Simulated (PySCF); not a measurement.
Structure problem from calculated spectra and properties.

Formula: C6H13NSi.

* 13C NMR: chemical shifts (computed TMS as zero) by class: 145.5 (1 C), 120.6 (1 C), 53.3 (1 C), 50.1 (1 C), 29.3 (1 C), 10.7 (1 C) ppm [GIAO B97-2/pcSseg-1]
* UV, first state: lowest singlet excitation: 5.65 eV (219 nm, f = 0.018) [TDDFT wB97X-D/def2-SVPD]
* XPS: Si2p3/2 106.4, C1s 290.0, C1s 290.0, C1s 290.3, C1s 290.5, C1s 291.1, C1s 291.4, N1s 403.8, Si1s 1846.2 eV [ΔSCF SCAN, pcX-2 on the ionised atom, pcseg-1 elsewhere, spin-free X2C, 2p3/2 from a spin–orbit splitting computed afterwards within the 2p shell]
* Rotational structure: rotational constants A, B, C: 3.510, 1.014, 0.850 GHz [PBE0-D3(BJ)/def2-SVP]
* UV, strongest line: among the 10 lowest singlet transitions: S7 at 7.49 eV (166 nm, f = 0.512) [TDDFT wB97X-D/def2-SVPD]
* 1H NMR: chemical shifts (computed TMS as zero) by class: 5.90 (1 H), 5.33 (1 H), 5.26 (1 H), 4.78 (2 H), 3.35 (2 H), 2.65 (2 H), 1.84 (2 H), 0.93 (2 H) ppm [GIAO B97-2/pcSseg-1]

Gas-phase values; electronic properties from PySCF, density fitting. Levels stand in brackets. One conformer (not necessarily the lowest) at the PBE0-D3(BJ)/def2-SVP geometry, without solvent, vibrations or thermal averaging. NMR values are class means; diastereotopic atoms form classes of their own.

Question: Propose a structure and show how it fits.

Answer: Numbering: `[CH2:1]=[CH:2][CH2:3][N:4]1[CH2:5][CH2:6][CH2:7][SiH2:8]1`. Its formula, C6H13NSi, gives 2 degrees of unsaturation: 1 ring and 1 π bond in the structure found. 6 carbons fall into 6 classes; from least to most shielded: alkene CH carbon [C2] (145.5 ppm), terminal =CH2 carbon [C1] (120.6 ppm), chain sp3 carbon bound to nitrogen [C3] (53.3 ppm), ring sp3 carbon bound to nitrogen [C5] (50.1 ppm), ring CH2 carbon [C6] (29.3 ppm), ring sp3 carbon bound to silicon [C7] (10.7 ppm). Hydrogen classes from least to most shielded: 1 H on an alkene CH carbon, C2 (5.90 ppm), 1 H on a terminal =CH2 carbon, C1 (5.33 ppm), 1 H on a terminal =CH2 carbon, C1 (5.26 ppm), 2 H on an SiH2 silicon, Si8 (4.78 ppm), 2 H on an sp3 carbon bound to nitrogen, C3 (3.35 ppm, a mean of values up to 0.7 ppm apart in this geometry), 2 H on an sp3 carbon bound to nitrogen, C5 (2.65 ppm, a mean of values up to 0.5 ppm apart in this geometry), 2 H on a ring CH2 carbon, C6 (1.84 ppm), 2 H on an sp3 carbon bound to silicon, C7 (0.93 ppm). The core levels belong to: Si2p3/2 106.4 eV, SiH2 silicon [Si8]; C1s 290.0 eV, sp3 carbon bound to silicon [C7]; C1s 290.0 eV, terminal =CH2 carbon [C1]; C1s 290.3 eV, alkene CH carbon [C2]; C1s 290.5 eV, ring CH2 carbon [C6]; C1s 291.1 eV, sp3 carbon bound to nitrogen [C5]; C1s 291.4 eV, sp3 carbon bound to nitrogen [C3]; N1s 403.8 eV, silicon-bound nitrogen [N4]; Si1s 1846.2 eV, SiH2 silicon [Si8]. The hole state at 290.3 eV has ⟨S²⟩ = 0.82 against 0.75, so that value is less sure. The optimised geometry has point group C1 and is an asymmetric top. Structure: `C=CCN1CCC[SiH2]1`. Computed isomers that give other values at the same levels: `C=C(C)[C@H]1CN[SiH2]C1` (rotational constant A: 2.808 GHz; this holds for the one conformer computed). The assignments are read from this structure; whether some other isomer fits the data as well wasn't checked.
